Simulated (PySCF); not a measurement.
Species: C2H13GeNSi2.
Atom-mapped SMILES: `[CH3:1][CH2:2][SiH2:3][N:4]([SiH3:5])[GeH3:6]` (hydrogens: H7, H8, H9 on C1; H10, H11 on C2; H12, H13 on Si3; H14, H15, H16 on Si5; H17, H18, H19 on Ge6)

Structure used (PBE0-D3(BJ)/def2-SVP), in Å, numbered top down from 1:
```
atom  x, y, z in Å
C1    -3.0658    0.3974    0.5472
C2    -1.5835    0.1407    0.8081
Si3   -0.5108    0.4144   -0.7129
N4     1.1887    0.1635   -0.3411
Si5    1.7807    0.2267    1.3017
Ge6    2.3693    0.0036   -1.7662
H7    -3.6736    0.2101    1.4459
H8    -3.2487    1.4388    0.2384
H9    -3.4562   -0.2528   -0.2521
H10   -1.2208    0.7935    1.6218
H11   -1.4234   -0.8950    1.1546
H12   -0.7469    1.7996   -1.2421
H13   -0.9123   -0.5360   -1.8001
H14    1.2141   -0.8725    2.1449
H15    1.4373    1.5201    1.9757
H16    3.2683    0.0896    1.2765
H17    1.7124   -0.9050   -2.8220
H18    2.6518    1.3863   -2.3905
H19    3.6743   -0.6142   -1.2397
```

Level: B3LYP/def2-SVPD in PySCF, non-relativistic, on one gas-phase PBE0-D3(BJ)/def2-SVP geometry that isn't relaxed in the solvent. The solvent is an IEF-PCM continuum (cavity from Bondi-type radii × 1.2). Specific hydrogen bonds and non-electrostatic terms are outside this model. Spin–orbit coupling is left out although an atom past zinc is present.

Gas phase at B3LYP/def2-SVPD: HOMO -7.04 eV, LUMO -0.34 eV, dipole 0.34 D.

**Question.** What does the continuum do to the energy, the frontier levels and the dipole at B3LYP/def2-SVPD in methanol and acetonitrile?

**Answer.** 
```csv
solvent,ε,E(solvent) − E(gas) (kcal/mol),polarisation term (kcal/mol),distortion of the solute (kcal/mol),HOMO (eV),LUMO (eV),dipole (D)
methanol,32.61,-0.89,-0.96,0.07,-6.96,-0.22,0.43
acetonitrile,35.69,-0.89,-0.97,0.08,-6.96,-0.22,0.43
```

The first energy column is the sum of the next two and covers electrostatics alone. From methanol to acetonitrile the lowering changes by a factor 1.00, Onsager's factor (ε − 1)/(2ε + 1) by 1.00 and ε itself by 1.1.

**Question.** How does the static polarisability (B3LYP/def2-SVPD, frozen core, with the continuum's full static response) change?

**Answer.** 
| medium | isotropic (au) | principal values (au) | ⟨r²⟩ of the electrons (bohr²) |
| --- | --- | --- | --- |
| gas | 117.4 | 99.0, 117.7, 135.7 | 1932.5 |
| methanol | 160.6 | 145.4, 162.6, 173.6 | 1932.4 |
| acetonitrile | 160.8 | 145.8, 162.9, 173.8 | 1932.4 |

The isotropic value in acetonitrile is 1.37 times the gas-phase one; no cavity-field correction is applied. ⟨r²⟩ is taken about the centre of nuclear charge.
